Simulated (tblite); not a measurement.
Q: Give a GFN2-xTB geometry of `C=C[P@@H](=S)CCC`.

A: 
```xyz
18
C5H11PS angstrom
C     -2.1965    1.5004   -0.0597
C     -1.7584    0.2847    0.2195
P     -0.9999   -0.7462   -1.0697
S     -0.8989    0.0058   -2.8427
C      0.5661   -1.4348   -0.3657
C      1.7544   -0.5276   -0.6563
C      1.6061    0.8287    0.0165
H     -2.6692    2.1341    0.6727
H     -2.0827    1.8999   -1.0573
H     -1.8510   -0.1638    1.2003
H     -1.8147   -1.8841   -0.9426
H      0.4335   -1.5903    0.7079
H      0.7081   -2.4097   -0.8442
H      2.6714   -1.0171   -0.3190
H      1.8247   -0.3828   -1.7378
H      1.4866    0.7200    1.0930
H      2.4799    1.4466   -0.1743
H      0.7318    1.3426   -0.3818
```

Orientation and origin are arbitrary. Atoms count from 1 in this order. The 2 C–P bonds span 1.817 Å (C2–P3, drawn single) to 1.850 Å (P3–C5, drawn single), a spread of 0.033 Å. The C–C distances run from 1.322 Å (C1=C2, drawn double) to 1.523 Å (C5–C6, drawn single), a spread of 0.201 Å. Of the pairs four or more bonds apart, P3···H18 is among the closest relative to their van der Waals radii: 2.80 Å, 93 % of the sum of Bondi's values. P3 (phosphorus bonded to 2 C, S and H) is distorted tetrahedral (angles from 98.8° to 116.9°).

Bonds between heavy atoms (Å): C1=C2 1.322, C2–P3 1.817, P3=S4 1.929, P3–C5 1.850, C5–C6 1.523, C6–C7 1.521.

Structure optimised with GFN2-xTB, isolated species.

Point group: C1 (no symmetry element, even within 0.4 Å). Its GFN2-xTB frequencies are all real (lowest 65 cm⁻¹). One conformer, not necessarily the lowest (C1–C2–P3–S4 -1°, C2–P3–C5–C6 -91°, P3–C5–C6–C7 64°).

These are computed values.
